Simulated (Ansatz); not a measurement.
Results of the Gaussian-basis code of Ansatz.

A structure relaxed at PBE0-D4/def2-TZVP, charge 0, multiplicity 1:

```xyz
5

S     2.207    0.115   -0.466
C     0.657    0.034   -0.160
B    -0.820   -0.045   -0.078
O    -0.078    0.006    1.061
H    -1.966   -0.110   -0.357
```

Problem. Give its formula and SMILES.

Solution. CHBOS, `S=C1BO1`.

Problem. Point group (tolerance 0.08 Å, 0.16 Å for H)?

Solution. Cs.

Problem. Summarise the bond lengths by kind.

Solution. 1 × C–S 1.582 Å; 1 × B–C 1.481 Å; 1 × C–O 1.425 Å; 1 × B–O 1.361 Å; 1 × B–H 1.181 Å.
